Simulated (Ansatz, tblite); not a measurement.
Cost and result up the ladder for Be3S2 (the lowest singlet isomer of a short search) (5 atoms). Total charge 0; singlet. Geometry: r2SCAN-D4/def2-TZVP.

Cartesian coordinates in Å:
```
Be -0.3371 1.1593 0.8509
Be -0.3663 -0.7982 -0.1794
Be 1.2075 0.7372 -0.4247
S 1.1917 -0.9437 -1.3159
S -1.6957 -0.1546 1.0690
```

Ansatz on 4 threads of Arm Neoverse V2 on a shared host; xTB runs through tblite on one thread. Times are rough, summed over both states, and most runs start from the orbitals of an earlier one. CCSD(T)/def2-TZVPP serves as the yardstick here, not as an exact answer. Differences are given only for rows in sets of like size (and for xTB, whose basis is part of the method), since another set adds its own error. The other state is a quintet at its own geometry, which has other bonds, so the gap mixes isomer and spin.

The xTB rows come from tblite. B3LYP takes the VWN-RPA correlation. Correlated methods freeze 10 core orbitals. In CCSD on the charge 0 quintet the largest single amplitude is 0.22, so its Hartree–Fock determinant may place the open shell otherwise than the density functionals do. The structure comes from a short search, and lower isomers may exist.

Correlated methods converge slowly with the basis.

xTB has no spin-polarisation term.

```tsv
level	functions	wall time	quintet − singlet (eV)	difference from CCSD(T)/def2-TZVPP (eV)
GFN1-xTB	30	0.006 s	6.02	0.53
GFN2-xTB	30	0.009 s	6.20	0.72
HF/STO-3G	33	0.35 s	3.90	–
MP2/def2-TZVP	131	2 s	5.65	0.17
PBE-D4/def2-TZVP	131	2.4 s	4.95	-0.54
revPBE-D4/def2-TZVP	131	2.4 s	4.87	-0.62
PBE0-D4/def2-TZVP (with forces)	131	3.5 s	5.19	-0.30
B3LYP-D4/def2-TZVP	131	3.6 s	5.25	-0.23
RPA@PBE/def2-TZVP	131	3.8 s	4.78	-0.71
r2SCAN-D4/def2-TZVP	131	5.5 s	4.86	-0.63
BHLYP-D4/def2-TZVP	131	5.9 s	5.53	0.04
B2PLYP/def2-TZVP	131	6.1 s	5.53	0.04
ωB97M-V/def2-TZVP	131	24 s	6.11	0.63
CCSD(T)/def2-TZVPP	141	51 s	5.49	0.00
```
